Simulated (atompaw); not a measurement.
Ga: one change to a PAW (atompaw) potential, before and after

```json
{
 "Element": "gallium",
 "Generator": "atompaw 4.2.0.5",
 "Type": "PAW",
 "Functional": "LDA (PW92)",
 "Relativity": "scalar-relativistic",
 "Frozen core": "[Ar] 3d10",
 "Valence charge": "3",
 "Reference configuration": "4s2 4p1",
 "Partial waves": "4s (bound): rc 1.95 bohr; 4s channel at 1.8 Ry: rc 2.40 bohr; 4p (bound): rc 2.40 bohr; 4p channel at 0.95 Ry: rc 2.40 bohr",
 "Local potential": "bessel scheme, radius 2.00 bohr",
 "Core correction": "smooth core density matched at 2.10 bohr",
 "Augmentation charge": "sinc compensation charge, radius 2.30 bohr; PAW radius 2.40 bohr; waves and projectors: custom polynom2 7 10 vanderbiltortho"
}
```

All-electron outer shells of the reference configuration (LDA (PW92), scalar-relativistic, ld1.x):

```
shell  level (eV)  outermost node (bohr)  outermost maximum (bohr)
   3p      -98.66                   0.24                      0.56
   3d      -19.41                      –                      0.53
   4s       -9.17                   0.81                      1.87
   4p       -2.73                   0.87                      2.53
```

Change: augmentation sinc compensation charge, radius 2.30 bohr; PAW radius 2.40 bohr; waves and projectors: custom rrkj gramschmidtortho.

Cutoffs: the cutoffs (Ry, on a coarse ladder) from which the occupation-weighted sum of valence levels, in a spherical-Bessel basis at the reference potential, stays within 10 and 1 mRy of its value at 400 Ry; they do not see the model core or the augmentation charge, which bear on the density cutoff.

Question: What does the change do?

Answer: The potential gets softer (12 Ry and 18 Ry → 6 Ry and 10 Ry); the range in which the s phases agree widens (upper end 3.4 → 4.8); neither file shows a bound ghost.

```csv
quantity,base,changed
"cutoff, loose",12 Ry,6 Ry
"cutoff, tight",18 Ry,10 Ry
loose cutoff by channel (10 mRy a level),"s 10 Ry, p 6 Ry","s 6 Ry, p 6 Ry"
bound ghosts,none,none
s: phases at 2.41 bohr within 0.05 rad from the reference energy up to (Ry; the scan ends near 5),3.4,4.8
p: phases at 2.41 bohr within 0.05 rad from the reference energy up to (Ry; the scan ends near 5),to the end of the scan,4.8
lowest overlap eigenvalue by channel,"s 0.03, p 0.95","s 0.16, p 0.71"
```

 The cutoffs see the waves, projectors and local potential, not the compensation charge or the core.
